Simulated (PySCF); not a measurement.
# How methods differ on the interval between two levels of Pd⁺

Pd⁺ [Kr] 4d9 [2D5/2, M_J = 5/2] → Pd⁺ [Kr] 4d8 5s1 [4F9/2, M_J = 9/2], as a difference of total energies. Computed with PySCF 2.14 in x2c-TZVPall-2c (8s9p7d1f, 77 functions), with the two-component X2C-1e Hamiltonian. Correlated levels: [Ar] 3d10 frozen; the 6 highest virtual spinors dropped. "Screened" scales the spin-orbit matrix elements by Boettger's factors to mimic the two-electron term; Breit and QED terms are absent.

```
                    method  interval between two levels (cm⁻¹)  error (cm⁻¹)
           GHF (spin-free)                               19624         -5461
          GMP2 (spin-free)                               24002         -1082
 GHF (screened spin-orbit)                               18617         -6467
GMP2 (screened spin-orbit)                               22935         -2149
```

Reference: 25084 cm⁻¹ (measured; NIST Handbook of Basic Atomic Spectroscopic Data (Sansonetti and Martin, J. Phys. Chem. Ref. Data 34, 1559 (2005))).

The spin-free rows relax to the high-spin LS determinant and lack the spin-orbit shift.

Errors of the correlated levels include the incompleteness of this basis and the frozen core.

The labels give the starting determinants; with spin-orbit coupling the two ends relaxed to ⟨J²⟩ = 8.78, ⟨L²⟩ = 6.04, ⟨S²⟩ = 0.77 and ⟨J²⟩ = 24.76, ⟨L²⟩ = 12.06, ⟨S²⟩ = 3.75.
